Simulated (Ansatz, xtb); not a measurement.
**Two structures of C3H8Al+**

Structure a is a singlet given by its coordinates and structure b is a singlet given by its coordinates. Both are isolated ions in the gas phase, relaxed with B3LYP/6-31G*.

a (Å):

```yaml
atoms:
  - { symbol: C, position_ang: [0.8791, 0.4580, 0.0174] }
  - { symbol: C, position_ang: [-0.5094, 1.0592, -0.2394] }
  - { symbol: C, position_ang: [-1.3767, 0.9922, 1.0527] }
  - { symbol: Al, position_ang: [-3.1531, 1.7339, 0.8174] }
  - { symbol: H, position_ang: [1.4816, 0.5087, -0.8952] }
  - { symbol: H, position_ang: [0.8071, -0.5930, 0.3172] }
  - { symbol: H, position_ang: [1.4094, 1.0057, 0.8037] }
  - { symbol: H, position_ang: [-0.4014, 2.0993, -0.5706] }
  - { symbol: H, position_ang: [-0.9993, 0.5121, -1.0541] }
  - { symbol: H, position_ang: [-1.4980, -0.0456, 1.3954] }
  - { symbol: H, position_ang: [-0.9003, 1.5395, 1.8789] }
  - { symbol: H, position_ang: [-4.5624, 2.3548, 0.5250] }
```

Close contacts (Å): C1–C2 1.53, C2–C3 1.56, C3–Al4 1.94, C1–H5 1.09, C1–H6 1.10, C1–H7 1.10, C2–H8 1.10, C2–H9 1.10, C3–H10 1.10, C3–H11 1.10, Al4–H12 1.57.

b (Å):

```xyz
12

C    -0.7455    1.3108   -0.8550
C     0.1460    0.5422    0.1304
C    -0.6149    0.2764    1.4580
Al   -1.9408    1.6956    1.4453
H    -0.2560    1.5660   -1.8010
H    -1.6622    0.7569   -1.1125
H     0.4620   -0.4040   -0.3205
H     1.0530    1.1206    0.3313
H     0.0239    0.2602    2.3464
H    -1.1572   -0.6795    1.4368
H    -3.0700    2.7763    1.5353
H    -1.0317    2.3198   -0.4495
```

Close contacts (Å): C1–C2 1.54, C2–C3 1.55, C3–Al4 1.94, C1–H5 1.10, C1–H6 1.10, C1–H12 1.12, C2–H7 1.09, C2–H8 1.09, C3–H9 1.09, C3–H10 1.10, Al4–H11 1.57, Al4–H12 2.19.

Question: Estimate E(b) − E(a) at the level CCSD(T)/def2-SVP + ΔMP2/def2-TZVPP.

Answer: Calculated at CCSD(T)/def2-SVP + ΔMP2/def2-TZVPP: E(b) − E(a) = −3.5 kcal/mol, so structure b lies lower.

How the difference moves with the method:

```
                             level      geometry  E(b) − E(a) (kcal/mol)  departure from the last row (kcal/mol)  job, with rough time for the two
                      B3LYP/6-31G*  B3LYP/6-31G*                      −1.9                                    +1.5                optimisation, 58 s
                       HF/def2-SVP  B3LYP/6-31G*                      −0.1                                    +3.3           part of the CCSD(T) run
                      MP2/def2-SVP  B3LYP/6-31G*                      −2.0                                    +1.5           part of the CCSD(T) run
                  CCSD(T)/def2-SVP  B3LYP/6-31G*                      −2.0                                    +1.5                      single point
CCSD(T)/def2-SVP + ΔMP2/def2-TZVPP  B3LYP/6-31G*                      −3.5                                                        single point, 28 s
```

HF/def2-SVP finds them nearly level. The largest departure from CCSD(T)/def2-SVP + ΔMP2/def2-TZVPP is that of HF/def2-SVP, 3.3 kcal/mol. Levels run at GFN2-xTB geometries aren't shown. The last row adds to CCSD(T) the change of the MP2 difference between the two basis sets, here −1.5 kcal/mol.

With harmonic frequencies from B3LYP/6-31G* (ideal gas, rigid rotor, one conformer each, 200 K, 1 atm): on the last row, ΔE + ΔZPE = −3.9 kcal/mol. A mode under 50 cm⁻¹ makes harmonic enthalpies and free energies unreliable, so none is given.

The correlated steps freeze 8 core orbitals. Run with Ansatz 0.2.0; the last row on 1 thread of Arm Neoverse V2 on a shared host.
